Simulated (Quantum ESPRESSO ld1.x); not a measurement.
Q: Species: Hf36+. Configuration: [Ar] 3d10 4s2 4p5.5 5s0.5 (fractional occupations, a model configuration). All-electron calculation, scalar-relativistic Kohn-Sham, PBE, spin-unpolarised, spherical densities, point nucleus. Program: ld1.x of Quantum ESPRESSO 7.5. Some entries of the table are withheld. Estimate them.

orbital  occ.  eigenvalue (Ry)  r(max) (bohr)
1s          2         -4912.40          0.012
2s          2         -934.497          0.068
2p          6         -834.472          0.056
3s          2         -296.940          0.192
3p          6         -266.990            (1)
3d         10         -232.408          0.153
4s          2              (2)            (3)
4p        5.5         -123.296          0.423
4d          0         -109.855          0.416
5s        0.5         -76.2281            (4)
5p          0         -71.1880          0.770

A: 
(1) 3p r(max) (bohr): 0.189
(2) 4s eigenvalue (Ry): -134.405
(3) 4s r(max) (bohr): 0.413
(4) 5s r(max) (bohr): 0.740
